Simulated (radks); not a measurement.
Results of a calculation; reference values are marked as such.
Problem. The mean radii <r> (bohr) of the occupied orbitals of an atom or ion are listed with their occupations. Code: a radial shooting solver on a logarithmic mesh with Libxc functionals. Model: non-relativistic Kohn-Sham, PBEsol, spin-polarised, spherical densities, point nucleus.

| orbital | occ. | <r> |
|---|---|---|
| 1s up | 1 | 0.2303 |
| 1s down | 1 | 0.2298 |
| 2s up | 1 | 1.167 |
| 2s down | 1 | 1.183 |
| 2p up | 1 | 1.128 |

Name the element and its charge. Open shells, if any, are filled with parallel spins first.

Solution. Z = 7, nitrogen, charge +2: N2+ in [He] 2s2 2p1. The 1s radius gives Z: for a bare nucleus <r> = 1.5/Z, 0.2143 bohr for Z = 7, and screening makes it slightly larger (0.2303 here). The occupations add up to 5, and the charge is Z minus that.
